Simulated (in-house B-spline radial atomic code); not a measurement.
Settings and results of a run for Zr V (Zr4+) (an excited or competing configuration). Computed with a B-spline radial code for spherical atoms: Dirac-Hartree-Fock, average of configuration, Fermi nucleus of rms radius 4.2694 fm.

Command:
```bash
python run_scf.py task.json out
```
Settings (nuclear radius in fm, mass in u):
```
Z                40
configuration    [Ne] 3s2 3p5 3d10 4s2 4p6 5d1
hamiltonian      dirac
method           hf
spin_polarised   False
nucleus          fermi
rms_radius       4.2694
atomic_mass      89.9047
speed_of_light   137.035999084
```

Output (hartree, bohr):
```
 radial grid: 70 intervals, B-splines of order 8, outer radius 30.8511 bohr

 iter        energy (Eh)    residual
    1       -3575.163138    5.26e-01
    2       -3580.155951    2.34e-01
    3       -3580.757048    6.20e-02
    4       -3580.807622    2.12e-02
    5       -3580.812213    8.89e-03
    6       -3580.812985    3.76e-04
    7       -3580.812988    5.32e-05
    8       -3580.812988    2.24e-06
    9       -3580.812988    1.89e-07

 total energy                     -3580.81299
 kinetic                            3701.7312
 electron-nucleus                  -8559.2833
 electron-electron                  1276.7391

 first-order corrections (not in the total)
   Gaunt                             2.2590
   retardation                      -0.2209
   frequency dependence             -0.0128
   self-energy                       1.5268
   Uehling                          -0.1688
   Wichmann-Kroll                    0.0023
   recoil                            0.0156

 orbital      occ     eigenvalue          <r>       <r^2>       <1/r>     <1/r^2>       r_max    small
 1s1/2      2.000      -668.6188    0.0370507  0.00185128     41.2625     3577.45     0.02414  2.12e-02
 2s1/2      2.000       -97.7526       0.1618   0.0309271     9.37414     387.688      0.1368  4.34e-03
 2p1/2      2.000       -89.4218     0.138796   0.0236584     9.30495     124.815      0.1071  4.30e-03
 2p3/2      4.000       -86.2405     0.143126   0.0250319     8.90741     108.211      0.1107  4.18e-03
 3s1/2      2.000       -19.1760     0.451964    0.233901     3.20231     69.7508      0.4054  1.15e-03
 3p1/2      1.667       -16.1489     0.451967    0.238799     3.08183     22.1453      0.3947  1.09e-03
 3p3/2      3.333       -15.6148     0.461757    0.249112     2.98977     19.3451      0.4033  1.05e-03
 3d3/2      4.000       -10.0412     0.440344    0.232847     2.79774     9.97994      0.3436  9.42e-04
 3d5/2      6.000        -9.9441     0.443545    0.236087     2.77386     9.77927      0.3461  9.32e-04
 4s1/2      2.000        -4.5116       1.1531     1.49585     1.16799     11.7169       1.044  2.54e-04
 4p1/2      2.000        -3.4698      1.23909     1.74414     1.09022     3.82158       1.111  2.35e-04
 4p3/2      4.000        -3.3862      1.26096     1.80579     1.06699      3.3856       1.132  2.29e-04
 5d3/2      0.400        -0.8734      3.81489     16.3087    0.345607    0.296165       3.664  3.88e-05
 5d5/2      0.600        -0.8712      3.82621     16.4056    0.344509    0.292678       3.676  3.87e-05
```

Run time, properties included: 0.95 s on 1 thread of Arm Neoverse V2 (shared host).

For the Dirac Hamiltonian the kinetic term is c α·p + (β - 1)c².
